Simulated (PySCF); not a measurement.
Molecule: `C[SiH]1O[SiH2]O[SiH2]O1`, CH8O3Si3.

Geometry (Å), atoms numbered from 1 in this order:
```xyz
15

C     2.417    0.540   -0.039
Si    0.791    0.106    0.814
O    -0.320    1.249    0.472
Si   -1.797    1.138   -0.193
O    -2.082   -0.411   -0.593
Si   -1.154   -1.737   -0.448
O     0.252   -1.328    0.253
H     2.818    1.467    0.358
H     2.300    0.661   -1.113
H     3.154   -0.238    0.131
H     0.815   -0.013    2.267
H    -2.760    1.495    0.834
H    -1.756    1.900   -1.431
H    -1.847   -2.634    0.462
H    -0.835   -2.187   -1.794
```

Frames of a GFN2-xTB Langevin trajectory at 600 K; GIAO PBE0/pcSseg-1 shieldings in PySCF 2.14, gas phase, non-relativistic; equivalent atoms averaged within each frame.

Scale: 13C (σref 186.93) and 29Si (σref 349.16) and 1H (σref 31.72) against TMS; 17O (σref 336.08) against H2O (reference shieldings calculated alike). The references are static minima.

Question: How do the shifts (ppm) fluctuate along the trajectory?

Answer: 
| time (fs) | C1 | Si2 | Si4/Si6 | O3/O7 | O5 | H12/H14 | H13/H15 | H11 | H8/H9/H10 |
| --- | --- | --- | --- | --- | --- | --- | --- | --- | --- |
| optimised geometry | 2.5 | -24.5 | -39.6 | 95.1 | 86.3 | 5.20 | 5.19 | 5.28 | 0.30 |
| 250 | 9.4 | -23.7 | -33.3 | 108.4 | 93.9 | 5.43 | 5.42 | 5.28 | 1.51 |
| 425 | 1.1 | -18.8 | -37.6 | 112.4 | 102.1 | 5.57 | 5.77 | 6.26 | 0.80 |
| 625 | 0.3 | -22.1 | -31.1 | 108.6 | 102.7 | 4.99 | 5.38 | 6.12 | 0.63 |
| 800 | 4.5 | -25.7 | -39.8 | 95.9 | 94.8 | 5.17 | 5.83 | 4.80 | 0.42 |
| 1000 | -2.7 | -19.4 | -32.9 | 110.6 | 91.5 | 5.66 | 5.94 | 5.57 | 0.17 |
| mean of frames | 2.5 | -21.9 | -34.9 | 107.2 | 97.0 | 5.36 | 5.67 | 5.61 | 0.71 |
| standard deviation | 4.6 | 2.9 | 3.6 | 6.5 | 5.1 | 0.28 | 0.25 | 0.60 | 0.51 |

5 frames give an uncertainty of the mean of about the standard deviation over 2.2 at best, since frames this close in time may not be independent; classical motion lacks zero-point vibration, and the reference would need the same averaging.
